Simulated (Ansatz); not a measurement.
F4Se, singlet, geometry from GFN2-xTB; PBE0/6-31G* run with Ansatz (a program for electronic structure).

Here is a job for Ansatz.
Ansatz 0.2 input:
```yaml
crystal:
  periodic: [false, false, false]
  atoms:
    - {symbol: Se, position_ang: [-0.00203224, 0.00254110, 0.35944284]}
    - {symbol: F, position_ang: [0.96817789, 1.31904607, -0.34335275]}
    - {symbol: F, position_ang: [1.32333862, -0.96859697, -0.32517209]}
    - {symbol: F, position_ang: [-0.96433922, -1.32384594, -0.33559484]}
    - {symbol: F, position_ang: [-1.31949995, 0.96379711, -0.35377550]}
basis:
  gaussian:
    orbitals: 6-31G*
hamiltonian:
  xc: pbe0
accuracy: high
```

What the program printed (banner, timings and long lists left out):

```
Functional definition: PBE0
1872 factors; integrals over basis functions are off by at most 3.9e-9 eV
mean field evaluation 1: about -76182.4881 eV, gradient 6.2e1 eV
mean field evaluation 2: about -76168.0376 eV, gradient 1.2e2 eV
mean field evaluation 4: about -76189.0786 eV, gradient 1.4e0 eV
mean field evaluation 8: about -76189.1392 eV, gradient 3.8e-2 eV
mean field evaluation 16: about -76189.1392 eV, gradient 2.0e-6 eV
mean field -76189.13915490 eV, -2799.8992210891 hartree, gradient 3.9e-8 eV, S^2 0.000000; 0 other end points of the search recorded, 0 dependent functions left out
reference -76189.13915671 eV, -2799.8992211557 hartree; 35, 35 occupied and 60, 60 virtual orbitals, 1872 factors
Total energy: -76189.13915671 eV, -2799.8992211557 hartree
```
